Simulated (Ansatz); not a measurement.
## From F to I: the HOMO–LUMO gap

One atom is swapped for its congeners: SiH3F `F[SiH3]`; SiH3Cl (chlorosilane) `[SiH3]Cl`; SiH3Br `[SiH3]Br`; SiH3I `[SiH3]I`. All are singlets with charge 0.

Shapes, held fixed at every level: PBE0-D4/def2-TZVP. Programs: Ansatz 0.2.0. Values in eV.

(1) How should the HOMO–LUMO gap change along the series?

Results:

(1) At wB97M-V/def2-TZVPP the HOMO–LUMO gap falls at every step, from 13.65 to 10.83 eV. Every level shows the same order. For atoms past krypton def2 sets carry core potentials with scalar relativity. Relativity is left out for Br unless named. Orbital gaps aren't excitation energies, and the LUMO depends on the basis.

```csv
level,SiH3F,SiH3Cl,SiH3Br,SiH3I
SPW92/def2-TZVPP,7.06,6.49,5.81,4.86
r2SCAN-D4/def2-TZVPP,8.15,7.48,6.70,5.61
B3LYP-D4/def2-TZVPP,9.19,8.47,7.64,6.47
BHLYP-D4/def2-TZVPP,11.89,11.10,10.16,8.79
r2SCAN0-D4/def2-TZVPP,10.20,9.45,8.58,7.34
wB97X-V/def2-TZVPP,14.19,13.45,12.56,11.22
wB97M-V/def2-TZVPP,13.65,12.97,12.13,10.83
```
